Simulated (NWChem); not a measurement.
System: GeSiH6O; SMILES [SiH3][O][GeH3]

Parts of the log:

```
             Northwest Computational Chemistry Package (NWChem) 7.3.0
             --------------------------------------------------------

 C1  symmetry detected

                             Geometry "geometry" -> ""
                             -------------------------

 Output coordinates in angstroms (scale by  1.889725989 to convert to a.u.)

  No.       Tag          Charge          X              Y              Z
 ---- ---------------- ---------- -------------- -------------- --------------
    1 Ge                  32.0000     0.04389902     1.12358721     0.00000049
    2 O                    8.0000    -0.61772160    -0.55159815    -0.00002834
    3 Si                  14.0000     0.13290874    -2.04849143     0.00000194
    4 H                    1.0000    -1.19625400     2.04708180     0.00484266
    5 H                    1.0000     0.90897011     1.31923750     1.27572278
    6 H                    1.0000     0.90118147     1.32231591    -1.28049020
    7 H                    1.0000     0.99984586    -2.22862207    -1.22234588
    8 H                    1.0000    -0.94177495    -3.09689860     0.00292974
    9 H                    1.0000     1.00431347    -2.22623998     1.21952464

 Effective nuclear repulsion energy (a.u.)     263.5317453389

                                 NWChem DFT Module
                                 -----------------

 Summary of "ao basis" -> "ao basis" (spherical)
 ------------------------------------------------------------------------------
       Tag                 Description            Shells   Functions and Types
 ---------------- ------------------------------  ------  ---------------------
 Ge                         def2-svp                12       32   5s4p3d
 O                          def2-svp                 6       14   3s2p1d
 Si                         def2-svp                 8       18   4s3p1d
 H                          def2-svp                 3        5   2s1p

            General Information
            -------------------
          SCF calculation type: DFT
          Wavefunction type:  closed shell.
          No. of atoms     :     9
          No. of electrons :    60
           Alpha electrons :    30
            Beta electrons :    30
          Charge           :     0
          Spin multiplicity:     1
          Use of symmetry is: off; symmetry adaption is: off
          Maximum number of iterations: 150
          AO basis - number of functions:    94
                     number of shells:    44
          Convergence on energy requested:  1.00D-06
          Convergence on density requested:  1.00D-05
          Convergence on gradient requested:  5.00D-04

              XC Information
              --------------
                          KT2 Method XC Functional
                        Slater Exchange Functional  1.072 local
                           KT1 gradient correction  1.000 non-local
            Perdew 1991 LDA Correlation Functional  0.577 local

             Grid Information
             ----------------
          Grid used for XC integration:  medium
          Radial quadrature: Mura-Knowles
          Angular quadrature: Lebedev.
          Tag              B.-S. Rad. Rad. Pts. Rad. Cut. Ang. Pts.
          ---              ---------- --------- --------- ---------
          Ge                  1.25      112          11.0       590
          O                   0.60       49           8.0       434
          Si                  1.10       88          11.0       590
          H                   0.35       45          12.0       434
          Grid pruning is: on
          Number of quadrature shells:   519
          Spatial weights used:  Erf1

      Superposition of Atomic Density Guess
      -------------------------------------

 Sum of atomic energies:       -2441.46886262

      Non-variational initial energy
      ------------------------------

 Total energy =   -2442.251106
 1-e energy   =   -3926.458592
 2-e energy   =    1220.675740
 HOMO         =      -0.377614
 LUMO         =       0.014236

     ---------------------------------------------
      Total Density - Mulliken Population Analysis
     ---------------------------------------------

    Atom       Charge   Shell Charges
 -----------   ------   -------------------------------------------------------
    1 Ge  32    31.16   2.00  2.00  2.00  1.02  0.24  6.00  5.98  1.03  0.79  8.14  1.81  0.15
    2 O    8     9.04   1.99  1.11  0.70  3.11  2.12  0.00
    3 Si  14    13.25   2.00  1.99  0.96  0.26  5.94  1.01  0.91  0.19
    4 H    1     1.09   0.68  0.40  0.01
    5 H    1     1.09   0.68  0.40  0.01
    6 H    1     1.09   0.68  0.40  0.01
    7 H    1     1.10   0.70  0.39  0.01
    8 H    1     1.10   0.70  0.39  0.01
    9 H    1     1.10   0.70  0.39  0.01

   convergence    iter        energy       DeltaE   RMS-Dens  Diis-err
 ---------------- ----- ----------------- --------- --------- ---------
 d= 0,ls=0.0,diis     1  -2456.9978330944 -2.72D+03  2.06D-02  5.87D-01
 d= 0,ls=0.0,diis     2  -2456.6946336701  3.03D-01  1.42D-02  3.61D+00
 d= 0,ls=0.0,diis     3  -2457.0717841767 -3.77D-01  2.86D-03  4.63D-02
 d= 0,ls=0.0,diis     4  -2457.0760783989 -4.29D-03  7.23D-04  1.35D-02
 d= 0,ls=0.0,diis     5  -2457.0771953562 -1.12D-03  1.89D-04  2.72D-04
  Resetting Diis
 d= 0,ls=0.0,diis     6  -2457.0772276014 -3.22D-05  3.79D-05  8.73D-06
 d= 0,ls=0.0,diis     7  -2457.0772290965 -1.50D-06  1.31D-05  3.10D-07
 d= 0,ls=0.0,diis     8  -2457.0772290508  4.57D-08  7.48D-06  8.20D-07

         Total DFT energy =    -2457.077229050794
      One electron energy =    -3930.573732613610
           Coulomb energy =     1333.089855211570
    Exchange-Corr. energy =     -123.125096987662
 Nuclear repulsion energy =      263.531745338907

 Numeric. integr. density =       60.000008495651

                       DFT Final Molecular Orbital Analysis
                       ------------------------------------

 Vector   28  Occ=2.000000D+00  E=-3.066059D-01
              MO Center= -3.9D-01, -3.2D-01,  1.2D-02, r^2= 6.4D+00
   Bfn.  Coefficient  Atom+Function         Bfn.  Coefficient  Atom+Function
  ----- ------------  ---------------      ----- ------------  ---------------
    65      0.296955  4 H  s                 85     -0.271039  8 H  s
    12     -0.205127  1 Ge px                66      0.164951  4 H  s
    54      0.155197  3 Si px                55      0.147031  3 Si py
    57      0.133643  3 Si px                70     -0.132609  5 H  s
    86     -0.126769  8 H  s                 75     -0.125591  6 H  s

 Vector   29  Occ=2.000000D+00  E=-2.672589D-01
              MO Center= -3.0D-01, -9.3D-01,  2.4D-03, r^2= 3.8D+00
   Bfn.  Coefficient  Atom+Function         Bfn.  Coefficient  Atom+Function
  ----- ------------  ---------------      ----- ------------  ---------------
    36      0.445109  2 O  px                39      0.330569  2 O  px
    85      0.225866  8 H  s                 86      0.189153  8 H  s
    54     -0.154867  3 Si px                90     -0.147395  9 H  s
    80     -0.146279  7 H  s                 65      0.135265  4 H  s
    66      0.135019  4 H  s                 12     -0.116720  1 Ge px

 Vector   30  Occ=2.000000D+00  E=-2.546011D-01
              MO Center=  5.1D-02, -7.7D-01, -2.5D-03, r^2= 3.2D+00
   Bfn.  Coefficient  Atom+Function         Bfn.  Coefficient  Atom+Function
  ----- ------------  ---------------      ----- ------------  ---------------
    38      0.490683  2 O  pz                41      0.365396  2 O  pz
    80      0.203466  7 H  s                 90     -0.202773  9 H  s
    81      0.183950  7 H  s                 91     -0.183434  9 H  s
    71     -0.153189  5 H  s                 76      0.153782  6 H  s
    75      0.148566  6 H  s                 70     -0.147818  5 H  s

 Vector   31  Occ=0.000000D+00  E=-4.127617D-02
              MO Center=  8.2D-02, -1.3D-02, -2.1D-04, r^2= 5.3D+00
   Bfn.  Coefficient  Atom+Function         Bfn.  Coefficient  Atom+Function
  ----- ------------  ---------------      ----- ------------  ---------------
    16      0.716003  1 Ge py                35      0.664547  2 O  s
    58     -0.480549  3 Si py                13      0.249072  1 Ge py
    57      0.242851  3 Si px                 4     -0.204088  1 Ge s
    34      0.196788  2 O  s                 15      0.182838  1 Ge px
    39      0.163966  2 O  px                36      0.161999  2 O  px

 Vector   32  Occ=0.000000D+00  E= 1.170025D-02
              MO Center= -3.1D-02,  9.7D-01,  7.0D-04, r^2= 5.4D+00
   Bfn.  Coefficient  Atom+Function         Bfn.  Coefficient  Atom+Function
  ----- ------------  ---------------      ----- ------------  ---------------
     4      1.049684  1 Ge s                 66     -0.980778  4 H  s
     5      0.769928  1 Ge s                 71     -0.605841  5 H  s
    76     -0.605498  6 H  s                 86     -0.459915  8 H  s
    16      0.447538  1 Ge py                 3     -0.405975  1 Ge s
    57     -0.349907  3 Si px                49      0.281774  3 Si s

 Vector   33  Occ=0.000000D+00  E= 2.370950D-02
              MO Center=  3.7D-01, -4.7D-02, -9.4D-04, r^2= 6.3D+00
   Bfn.  Coefficient  Atom+Function         Bfn.  Coefficient  Atom+Function
  ----- ------------  ---------------      ----- ------------  ---------------
    15      0.967897  1 Ge px                58      0.760402  3 Si py
    71     -0.706243  5 H  s                 76     -0.708960  6 H  s
    86      0.688823  8 H  s                  5      0.505833  1 Ge s
    66      0.318385  4 H  s                 16      0.308693  1 Ge py
    57      0.216229  3 Si px                50     -0.200544  3 Si s

     ---------------------------------------------
      Total Density - Mulliken Population Analysis
     ---------------------------------------------

[...]
```

Level: KT2/def2-SVP. Structure relaxed at the PBE-D3(BJ)/def2-SVP level.

Reconstruct the input file.

This is not unique; one that fits is the input that was run:
```
start job
memory heap 200 mb stack 900 mb global 1100 mb
geometry units angstroms noautoz
  Ge     0.009441     1.123459    -0.009723
  O     -0.680594    -0.540179     0.002447
  Si     0.044448    -2.049612     0.010291
  H     -1.214799     2.067958    -0.007914
  H      0.880787     1.312420     1.262733
  H      0.866895     1.299441    -1.293423
  H      0.905247    -2.252223    -1.212875
  H     -1.047914    -3.079520     0.022373
  H      0.915636    -2.234452     1.228914
end
basis spherical
  * library def2-svp
end
dft
  xc kt2
  iterations 150
  mulliken
end
task dft energy
```
